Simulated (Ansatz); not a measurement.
Geometry optimisation, RKS PBE0-D4/def2-SVP in Ansatz 0.2.0.

Input:

```yaml
crystal:
  periodic: [false, false, false]
  atoms:
    - { symbol: C, position_ang: [-1.3747, -0.1478, -0.794] }
    - { symbol: C, position_ang: [0.0755, -0.018, -0.5674] }
    - { symbol: Sn, position_ang: [0.77309, 1.61843, -1.73461] }
    - { symbol: Si, position_ang: [1.08817, -1.56806, -1.01735] }
    - { symbol: F, position_ang: [2.65693, -1.34581, -0.71854] }
    - { symbol: H, position_ang: [-1.9787, 0.0523, 0.1451] }
    - { symbol: H, position_ang: [-1.7161, 0.6764, -1.5285] }
    - { symbol: H, position_ang: [-1.6388, -1.0821, -1.2314] }
    - { symbol: H, position_ang: [0.28612, 0.18003, 0.46757] }
    - { symbol: H, position_ang: [-0.04077, 3.08216, -1.3053] }
    - { symbol: H, position_ang: [2.51887, 1.82573, -1.46921] }
    - { symbol: H, position_ang: [0.56042, 1.27982, -3.44286] }
    - { symbol: H, position_ang: [0.77222, -1.87821, -2.47367] }
    - { symbol: H, position_ang: [0.50279, -2.72121, -0.27749] }
basis:
  gaussian: { orbitals: def2-SVP }
hamiltonian:
  xc: pbe0
  dispersion: d4
relax:
  f_tol: 0.015
  max_steps: 40
```

Run as:

```bash
$ ansatz run input.yaml --threads 2 --pin off --max-ram 3072MiB --backend cpu --events-out ev --progress --plain --runs-dir out
```

**Question.** Where does it end, and by what steps?

**Answer.** It converged. The force dipped under the threshold on the way, but the program's further checks kept it going. After 16 steps the energy has fallen by 0.586 eV; H7 moved furthest, 1.04 Å.

| step | energy less start (eV) | largest force component (eV/Å) | accepted |
| --- | --- | --- | --- |
| 0 | 0.0000 | 2.473 | yes |
| 1 | -0.3595 | 1.150 | yes |
| 2 | -0.4325 | 0.534 | yes |
| 3 | -0.4468 | 0.269 | yes |
| 4 | -0.4665 | 0.096 | yes |
| 5 | -0.4781 | 0.184 | yes |
| 6 | -0.4819 | 0.694 | yes |
| 7 | -0.5428 | 0.140 | yes |
| 8 | -0.5597 | 0.435 | yes |
| 9 | -0.5689 | 0.353 | yes |
| 10 | -0.5833 | 0.020 | yes |
| 11 | -0.5845 | 0.019 | yes |
| 12 | -0.5853 | 0.042 | yes |
| 13 | -0.5858 | 0.033 | yes |
| 14 | -0.5861 | 0.015 | yes |
| 15 | -0.5863 | 0.012 | yes |
| 16 | -0.5864 | 0.008 | yes |

```xyz
14
Properties=species:S:1:pos:R:3
C -1.449 -0.074 -0.780
C 0.071 0.006 -0.604
Sn 0.951 1.603 -1.803
Si 0.938 -1.595 -0.996
F 2.525 -1.269 -1.228
H -1.900 -0.842 -0.127
H -1.944 0.880 -0.537
H -1.731 -0.329 -1.815
H 0.322 0.279 0.436
H -0.184 2.893 -1.806
H 2.433 2.125 -1.130
H 1.188 1.060 -3.411
H 0.407 -2.188 -2.258
H 0.859 -2.595 0.110
```

Whether the end is a true minimum wasn't checked by a vibrational analysis.

Run time: 2 min on 2 threads of Intel(R) Xeon(R) Platinum 8259CL CPU @ 2.50GHz (Skylake/Cascade Lake), with other jobs on the host, peak memory 0.37 GiB.
